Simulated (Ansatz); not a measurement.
A structure relaxed at PBE0-D4/def2-TZVP, charge 0, multiplicity 1:

```xyz
11

C    -0.706   -0.313   -1.602
C     0.159    0.552   -1.081
Si    0.650    0.542    0.718
N    -0.099   -0.678    1.663
H    -0.986   -0.300   -2.652
H    -1.174   -1.080   -0.990
H     0.599    1.300   -1.741
H     0.295    1.862    1.310
H     2.123    0.349    0.802
H     0.195   -1.638    1.610
H    -1.056   -0.597    1.962
```

**Question.** Give its formula and SMILES.

**Answer.** C2H7NSi, `C=C[SiH2]N`.

**Question.** Point group (tolerance 0.08 Å, 0.16 Å for H)?

**Answer.** Cs.

**Question.** Summarise the bond lengths by kind.

**Answer.** 1 × C–C 1.330 Å; 3 × C–H 1.087 to 1.091 Å; 1 × C–Si 1.865 Å; 1 × N–Si 1.715 Å; 2 × H–Si 1.488 Å; 2 × H–N 1.006 Å.

All numbers were calculated with Ansatz.
